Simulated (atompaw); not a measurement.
What one change does to a pseudopotential (Ni (Z = 28), PAW (atompaw))

* Element: nickel (Ni)
* Generator: atompaw 4.2.0.5
* Type: PAW
* Functional: LDA (PW92)
* Relativity: scalar-relativistic
* Frozen core: [Ar]
* Valence charge: 10
* Reference configuration: 3d8 4s2 4p0
* Partial waves: 4s (bound): rc 3.00 bohr; 4s channel at 1.95 Ry: rc 1.80 bohr; 4p (bound, empty): rc 3.00 bohr; 4p channel at 0.6 Ry: rc 3.00 bohr; 3d (bound): rc 1.25 bohr; 3d channel at 1.4 Ry: rc 1.25 bohr
* Local potential: bessel scheme, radius 2.35 bohr
* Core correction: smooth core density matched at 2.95 bohr
* Augmentation charge: besselshape compensation charge, radius 2.60 bohr; PAW radius 3.00 bohr; waves and projectors: custom rrkj vanderbiltortho

Change: all radii scaled by about 1.22 (s 3.66, p 3.66, d 1.52 bohr); local potential bessel scheme, radius 2.86 bohr; augmentation besselshape compensation charge, radius 3.16 bohr; PAW radius 3.66 bohr; waves and projectors: custom rrkj vanderbiltortho; core correction smooth core density matched at 3.60 bohr.

Cutoffs: the cutoffs (Ry, on a coarse ladder) from which the occupation-weighted sum of valence levels, in a spherical-Bessel basis at the reference potential, stays within 10 and 1 mRy of its value at 400 Ry; they do not see the model core or the augmentation charge, which bear on the density cutoff.

Task: What does the change do?

Result: The potential gets softer (70 Ry and 120 Ry → 45 Ry and 80 Ry); neither file shows a bound ghost. A larger radius leaves more room for a smooth pseudo-wave, so fewer plane waves are needed.

| quantity | base | changed |
| --- | --- | --- |
| cutoff, loose | 70 Ry | 45 Ry |
| cutoff, tight | 120 Ry | 80 Ry |
| loose cutoff by channel (10 mRy a level) | s 6 Ry, d 60 Ry | s 6 Ry, d 40 Ry |
| bound ghosts | none | none |
| lowest overlap eigenvalue by channel | s 0.63, p 0.76, d 1.00 | s 0.46, p 0.78, d 0.36 |

 The cutoffs see the waves, projectors and local potential, not the compensation charge or the core.
